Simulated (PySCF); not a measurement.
Molecule: `C(#N)c1c[nH]c(F)c1`, C5H3FN2.

Cartesian coordinates in Å; atom numbers follow the order of the lines, from 1:
```xyz
11

N     3.368    0.195   -0.296
C     2.227    0.139   -0.194
C     0.831    0.061   -0.071
C    -0.026    1.101    0.219
N    -1.290    0.608    0.245
C    -1.237   -0.723   -0.024
F    -2.372   -1.422   -0.053
C     0.047   -1.118   -0.228
H     0.188    2.134    0.403
H    -2.133    1.128    0.431
H     0.403   -2.101   -0.458
```

Frames of a GFN2-xTB Langevin trajectory at 400 K; GIAO PBE0/pcSseg-1 shieldings in PySCF 2.14, gas phase, non-relativistic; equivalent atoms averaged within each frame.

Referencing at the same level of theory: ¹⁵N (σref 267.73) vs NH3; TMS for ¹³C (σref 186.93), ¹H (σref 31.72); ¹⁹F (σref 170.95) vs CFCl3. The references are static minima.

Q: How do the shifts (ppm) fluctuate along the trajectory?

A: 
```
         time (fs)     N1     N5     C6     C2     C4     C3     C8      F7   H10    H9
optimised geometry  315.6  162.0  154.5  119.9  120.4   99.5   96.8  -145.9  7.59  6.71
               250  316.1  164.0  154.9  121.0  117.7  104.0   92.0  -131.6  7.95  7.17
               425  310.0  160.5  156.5  120.1  121.6  111.2  100.6  -131.2  7.70  7.76
               625  314.1  161.5  168.1  118.9  119.0  102.2  108.0  -113.9  7.00  6.94
               800  318.1  159.9  167.1  118.6  125.4  113.1  107.2  -125.5  6.26  7.00
              1000  309.0  163.6  157.6  115.3  119.8   98.8   98.9  -129.7  8.15  6.51
    mean of frames  313.4  161.9  160.8  118.8  120.7  105.8  101.4  -126.4  7.41  7.07
standard deviation    3.9    1.8    6.2    2.2    3.0    6.1    6.6     7.4  0.78  0.45
```

5 frames give an uncertainty of the mean of about the standard deviation over 2.2 at best, since frames this close in time may not be independent; classical motion lacks zero-point vibration, and the reference would need the same averaging.
